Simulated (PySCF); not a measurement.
PySCF input (M06-2X/def2-TZVPD):

```python
from pyscf import gto, scf, dft

mol = gto.M(
    atom='''
    In   -0.19007984   -0.14582765   -0.22191825
    O     0.97854845    0.70336999    1.21411251
    H     1.48552435    1.51859505    1.16109393
    ''',
    basis='def2-tzvpd',
    ecp='def2-tzvp',
    charge=1,
    spin=1,
    verbose=4,
)

mf = dft.UKS(mol, xc='m062x').density_fit(auxbasis='def2-universal-jkfit')
mf.grids.level = 4
mf.conv_tol = 1e-9
mf.max_cycle = 100
mf.max_memory = 1500
mf.kernel()
if not mf.converged:
    mf = mf.newton()
    mf.kernel(mf.make_rdm1())
for _ in range(2):
    mo, _, stable, _ = mf.stability(return_status=True)
    if stable:
        break
    mf.kernel(mf.make_rdm1(mo, mf.mo_occ))
mf.analyze()
```

Output:

```
ECP def2-tzvp not found for  H
ECP def2-tzvp not found for  O
PySCF version 2.14.0

[INPUT] verbose = 4
[INPUT] num. atoms = 3
[INPUT] num. electrons = 29
[INPUT] charge = 1
[INPUT] spin (= nelec alpha-beta = 2S) = 1
[INPUT] symmetry False subgroup None
[INPUT] Mole.unit = angstrom
[INPUT] Symbol           X                Y                Z      unit          X                Y                Z       unit  Magmom
[INPUT]  1 In    -0.190079840000  -0.145827650000  -0.221918250000 AA   -0.359198839401  -0.275574319889  -0.419364714543 Bohr   0.0
[INPUT]  2 O      0.978548450000   0.703369990000   1.214112510000 AA    1.849188570118   1.329176645338   2.294340128308 Bohr   0.0
[INPUT]  3 H      1.485524350000   1.518595050000   1.161093930000 AA    2.807234172873   2.869728738620   2.194149532595 Bohr   0.0

nuclear repulsion = 52.1087314991102
number of shells = 37
number of NR pGTOs = 163
number of NR cGTOs = 105
basis = def2-tzvpd
ecp = def2-tzvp

******** <class 'pyscf.df.df_jk.DFUKS'> ********
method = DFUKS
initial guess = minao
damping factor = 0
level_shift factor = 0
DIIS = <class 'pyscf.scf.diis.CDIIS'>
diis_start_cycle = 1
diis_space = 8
diis_damp = 0
SCF conv_tol = 1e-09
SCF conv_tol_grad = None
SCF max_cycles = 100
direct_scf = False
number electrons alpha = 15  beta = 14
XC library pyscf.dft.libxc version 7.1.2
    S. Lehtola, C. Steigemann, M. J. T. Oliveira, and M. A. L. Marques,  SoftwareX 7, 1–5 (2018)
XC functionals = m062x
    Y. Zhao and D. G. Truhlar,  Theor. Chem. Acc. 120, 215 (2008)
    Y. Zhao and D. G. Truhlar,  Theor. Chem. Acc. 120, 215 (2008)
radial grids:
    Treutler-Ahlrichs [JCP 102, 346 (1995); DOI:10.1063/1.469408] (M4) radial grids

becke partition: Becke, JCP 88, 2547 (1988); DOI:10.1063/1.454033
pruning grids: <function nwchem_prune>
grids dens level: 4
symmetrized grids: False
atomic radii adjust function: <function treutler_atomic_radii_adjust>
small_rho_cutoff = 0
Set gradient conv threshold to 3.16228e-05
tot grids = 76096
******** <class 'pyscf.df.df.DF'> ********
auxbasis = def2-universal-jkfit
init E= -233.049358294921
  alpha nocc = 15  HOMO = -0.701891548395537  LUMO = -0.4128020213858
  beta  nocc = 14  HOMO = -0.727393031161849  LUMO = -0.701891548395533

WARN: HOMO -0.701891548395537 >= LUMO -0.701891548395533
[...]
  beta  nocc = 14  HOMO = -0.602117608244071  LUMO = -0.39202759869023
  HOMO = -0.577514197713  LUMO = -0.39202759869  gap/eV = 5.04735
Extra cycle  E= -265.602701818382  delta_E= -2.83e-11  |g|= 7.7e-06  |ddm|= 1.65e-05
converged SCF energy = -265.602701818382  <S^2> = 0.76890062  2S+1 = 2.0188121
uhf_internal: lowest eigs of H = [0.07579393 0.16601723 0.34946512]
<class 'pyscf.df.df_jk.DFUKS'> wavefunction is stable in the internal stability analysis
**** SCF Summaries ****
Total Energy =                        -265.602701818382400
Nuclear Repulsion Energy =              52.108731499110213
One-electron Energy =                 -535.344209764932316
Two-electron Energy =                  217.632776447439710
Two-electron Coulomb Energy =          242.990077582584632
DFT Exchange-Correlation Energy =      -25.357301135144926
HOMO-LUMO gap [eV] =                     5.047347447549032
**** MO energy ****
                             alpha | beta                alpha | beta
MO #1   energy= -19.8708574416688  | -19.8619130653868  occ= 1 | 1
MO #2   energy= -5.15726190411615  | -5.15385397083142  occ= 1 | 1
MO #3   energy= -3.53426030055635  | -3.53195855409216  occ= 1 | 1
MO #4   energy= -3.53355949454983  | -3.53131250051452  occ= 1 | 1
MO #5   energy= -3.52714381464622  | -3.52420374280769  occ= 1 | 1
MO #6   energy= -1.33680749272244  | -1.30311130338554  occ= 1 | 1
MO #7   energy= -1.15302587887442  | -1.14980161959391  occ= 1 | 1
MO #8   energy= -1.1530120708504   | -1.14979615023783  occ= 1 | 1
MO #9   energy= -1.14874162857017  | -1.14412008948847  occ= 1 | 1
MO #10  energy= -1.14786695470509  | -1.14321384955726  occ= 1 | 1
MO #11  energy= -1.14529886782866  | -1.13633468763173  occ= 1 | 1
MO #12  energy= -0.796500761799518 | -0.772657135166913 occ= 1 | 1
MO #13  energy= -0.677482706592773 | -0.610992584977558 occ= 1 | 1
MO #14  energy= -0.630940503744686 | -0.602117608244071 occ= 1 | 1
MO #15  energy= -0.577514197713128 | -0.39202759869023  occ= 1 | 0
MO #16  energy= -0.249908238772026 | -0.253350405575632 occ= 0 | 0
MO #17  energy= -0.244434287555565 | -0.2485120385309   occ= 0 | 0
MO #18  energy= -0.180027567132633 | -0.183578957886237 occ= 0 | 0
MO #19  energy= -0.123954173236431 | -0.124467809473199 occ= 0 | 0
MO #20  energy= -0.0937989162475196 | -0.0958612813843988 occ= 0 | 0
MO #21  energy= -0.0840747704928778 | -0.0896851699835583 occ= 0 | 0
MO #22  energy= -0.0821945993042947 | -0.0881305826828453 occ= 0 | 0
MO #23  energy= -0.0731849798523542 | -0.076303248776133 occ= 0 | 0
MO #24  energy= -0.0728843944522042 | -0.0760667510996855 occ= 0 | 0
MO #25  energy= -0.0708564841235025 | -0.0648355368509208 occ= 0 | 0
MO #26  energy= -0.0689873145681943 | -0.0633052461635413 occ= 0 | 0
MO #27  energy= -0.050023059328115 | -0.0282397398983705 occ= 0 | 0
MO #28  energy= -0.0150134558285128 | -0.0130592220882369 occ= 0 | 0
MO #29  energy= 0.000508352217631708 | 0.00164372381857807 occ= 0 | 0
MO #30  energy= 0.0175568042898853 | 0.0162497124147299 occ= 0 | 0
MO #31  energy= 0.0458238059438081 | 0.0396660909341831 occ= 0 | 0
MO #32  energy= 0.0658464730945172 | 0.0537262490606427 occ= 0 | 0
MO #33  energy= 0.0688628212771451 | 0.056779863677129  occ= 0 | 0
MO #34  energy= 0.0721984783930237 | 0.0579489751126495 occ= 0 | 0
MO #35  energy= 0.0844991995395837 | 0.0645672474929716 occ= 0 | 0
MO #36  energy= 0.105553285337787  | 0.0931615553558896 occ= 0 | 0
MO #37  energy= 0.108904454343319  | 0.106912881019326  occ= 0 | 0
MO #38  energy= 0.123086184336966  | 0.110802368203528  occ= 0 | 0
MO #39  energy= 0.158040473411397  | 0.145434803874557  occ= 0 | 0
MO #40  energy= 0.181983308935983  | 0.153256984893062  occ= 0 | 0
MO #41  energy= 0.191678159197836  | 0.185959017570244  occ= 0 | 0
MO #42  energy= 0.302934638043388  | 0.292629388887233  occ= 0 | 0
MO #43  energy= 0.305934150106092  | 0.298332759567216  occ= 0 | 0
MO #44  energy= 0.314727876487143  | 0.299184937312142  occ= 0 | 0
MO #45  energy= 0.333018074200145  | 0.315375337805993  occ= 0 | 0
MO #46  energy= 0.349477417085277  | 0.333843750056702  occ= 0 | 0
MO #47  energy= 0.395008708579909  | 0.371297009833198  occ= 0 | 0
MO #48  energy= 0.397934010862799  | 0.37645800397795   occ= 0 | 0
MO #49  energy= 0.48448653296456   | 0.472058358996167  occ= 0 | 0
MO #50  energy= 0.487803360180542  | 0.474084916845082  occ= 0 | 0
MO #51  energy= 0.502388637092005  | 0.495287371447469  occ= 0 | 0
MO #52  energy= 0.509171219639738  | 0.50891780042705   occ= 0 | 0
MO #53  energy= 0.525522975694827  | 0.516881601085867  occ= 0 | 0
MO #54  energy= 0.595699212584886  | 0.586569311875319  occ= 0 | 0
MO #55  energy= 0.616254709959016  | 0.620715587962888  occ= 0 | 0
MO #56  energy= 0.659237198984208  | 0.653504036893722  occ= 0 | 0
MO #57  energy= 0.717774752873066  | 0.694986399778738  occ= 0 | 0
MO #58  energy= 0.740804807377639  | 0.723210243020195  occ= 0 | 0
MO #59  energy= 0.741729777027324  | 0.724260352911877  occ= 0 | 0
MO #60  energy= 0.83502461911223   | 0.816015351983276  occ= 0 | 0
MO #61  energy= 0.846790312550919  | 0.822981001870642  occ= 0 | 0
MO #62  energy= 0.850333078919222  | 0.838804957721639  occ= 0 | 0
MO #63  energy= 0.868452248930995  | 0.865010095722795  occ= 0 | 0
MO #64  energy= 0.880344860741951  | 0.868507378479786  occ= 0 | 0
MO #65  energy= 0.946016619004638  | 0.934377479073504  occ= 0 | 0
MO #66  energy= 1.0388494680414    | 1.03543319963124   occ= 0 | 0
MO #67  energy= 1.43894260125042   | 1.44283622503497   occ= 0 | 0
MO #68  energy= 1.52408294891036   | 1.53364565740936   occ= 0 | 0
MO #69  energy= 1.60895915837162   | 1.62629810807091   occ= 0 | 0
MO #70  energy= 1.62507420671756   | 1.63082190957099   occ= 0 | 0
MO #71  energy= 1.74050685116929   | 1.74691328203939   occ= 0 | 0
MO #72  energy= 1.93690821436156   | 1.94232946074894   occ= 0 | 0
MO #73  energy= 1.9371372472899    | 1.94503511892489   occ= 0 | 0
MO #74  energy= 1.94168652773621   | 1.94713852776433   occ= 0 | 0
MO #75  energy= 1.97450386359127   | 1.96975570402536   occ= 0 | 0
MO #76  energy= 1.9945413514197    | 1.99522742810433   occ= 0 | 0
MO #77  energy= 2.02418565942404   | 2.02557215160109   occ= 0 | 0
MO #78  energy= 2.08005682886935   | 2.07412196573199   occ= 0 | 0
MO #79  energy= 2.09521335955148   | 2.08931757871408   occ= 0 | 0
MO #80  energy= 2.2516375183881    | 2.25427616904268   occ= 0 | 0
MO #81  energy= 2.36155736103823   | 2.36784678744542   occ= 0 | 0
MO #82  energy= 2.62218510175768   | 2.63887841041948   occ= 0 | 0
MO #83  energy= 2.65230554507428   | 2.66168239204028   occ= 0 | 0
MO #84  energy= 2.66702349520226   | 2.68728330969134   occ= 0 | 0
MO #85  energy= 2.84339541514547   | 2.8673391293346    occ= 0 | 0
MO #86  energy= 3.00792672700216   | 3.04552335538132   occ= 0 | 0
MO #87  energy= 3.67455944635654   | 3.68973404692695   occ= 0 | 0
MO #88  energy= 4.92889484890658   | 4.95181418335409   occ= 0 | 0
MO #89  energy= 4.94219402071554   | 4.96638176226532   occ= 0 | 0
MO #90  energy= 4.98791838077735   | 5.01593207987927   occ= 0 | 0
MO #91  energy= 5.03521236632792   | 5.06386825354255   occ= 0 | 0
MO #92  energy= 5.22898257779818   | 5.23429358171142   occ= 0 | 0
MO #93  energy= 5.2569887573367    | 5.28320618017253   occ= 0 | 0
MO #94  energy= 5.97787821925795   | 6.01252080782335   occ= 0 | 0
MO #95  energy= 6.16035684338892   | 6.23059493768904   occ= 0 | 0
MO #96  energy= 6.17597529488657   | 6.24193849625424   occ= 0 | 0
MO #97  energy= 6.26931503057243   | 6.29087046800968   occ= 0 | 0
MO #98  energy= 6.47079339972228   | 6.53815751222667   occ= 0 | 0
MO #99  energy= 6.77448548109752   | 6.79599443832651   occ= 0 | 0
MO #100 energy= 37.4295252938884   | 37.4317196163028   occ= 0 | 0
MO #101 energy= 38.4453226700049   | 38.4460636353405   occ= 0 | 0
MO #102 energy= 38.4608143600721   | 38.4615502015472   occ= 0 | 0
MO #103 energy= 38.8273001632817   | 38.8284929016278   occ= 0 | 0
MO #104 energy= 43.5233942834039   | 43.5224924668709   occ= 0 | 0
[...]
```

This state (charge 1, doublet) is run at the relaxed geometry of the species with charge 0 and multiplicity 1.
